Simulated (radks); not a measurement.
All-electron atom: Nb28+ in [Ne] 3s2 3p1. Method: scalar-relativistic Kohn-Sham, PBE, spin-unpolarised, spherical densities, point nucleus; computed with a radial shooting solver on a logarithmic mesh with Libxc functionals. Some entries of the table are withheld. Estimate them.

| orbital | occ. | eigenvalue (hartree) | <r^2> (bohr^2) | r(max) (bohr) |
|---|---|---|---|---|
| 1s | 2 | -743.6043 | (1) | 0.02349 |
| 2s | 2 | -146.6125 | (2) | 0.1322 |
| 2p | 6 | -136.7816 | 0.02225 | 0.1055 |
| 3s | 2 | -56.59699 | 0.1663 | 0.3612 |
| 3p | 1 | (3) | 0.1586 | 0.3477 |
| 3d | 0 | -49.43339 | (4) | 0.2789 |
| 4s | 0 | -29.65306 | (5) | 0.7226 |

Answer. 
(1) 1s <r^2> (bohr^2): 0.001756
(2) 2s <r^2> (bohr^2): 0.02846
(3) 3p eigenvalue (hartree): -53.47205
(4) 3d <r^2> (bohr^2): 0.1251
(5) 4s <r^2> (bohr^2): 0.5775
